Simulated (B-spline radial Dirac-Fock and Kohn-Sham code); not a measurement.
Kohn-Sham estimates against Dirac-Fock for the levels of K⁺

System: K⁺ in the configuration 1s2 2s2 2p6 3s2 3p6.

The density-functional columns are spherical, spin-unpolarised Dirac-Kohn-Sham results without Breit or QED terms: −ε is minus the orbital energy of the initial state and ΔSCF the difference of two total energies. The reference in the last column comes from ΔSCF Dirac-Fock with Breit, self-energy and vacuum polarisation, finite nucleus, configuration average. All numbers are from an atomic code on a B-spline grid, in eV; a selection of levels is shown.

```csv
level,LDA −ε,LDA ΔSCF,PBE −ε,PBE ΔSCF,Dirac-Fock
K (1s),3517.3,3627.2,3528.0,3638.2,3621.2
L1 (2s),358.4,378.8,359.5,379.8,393.2
L2 (2p1/2),288.1,311.1,288.2,311.1,310.3
L3 (2p3/2),285.2,308.0,285.3,308.1,307.5
M1 (3s),41.36,48.96,41.45,49.07,52.40
M2 (3p1/2),25.16,32.22,25.06,32.13,30.80
M3 (3p3/2),24.88,31.91,24.79,31.83,30.53
```

**Question.** Order the estimates of the K (1s) level by their distance from the Dirac-Fock value, nearest first.
A. LDA −ε
B. LDA ΔSCF
C. PBE ΔSCF
D. PBE −ε

**Answer.** B (5.9 eV), C (17.0 eV), D (93.3 eV), A (103.9 eV).

For the outermost level NIST gives 31.625 eV (measured); the differences from it are LDA −ε -6.74, LDA ΔSCF +0.29, PBE −ε -6.83, PBE ΔSCF +0.21, Dirac-Fock -1.10 eV.

Values without a named source are computed, but for edge energies of neutral atoms, which are taken from tables.
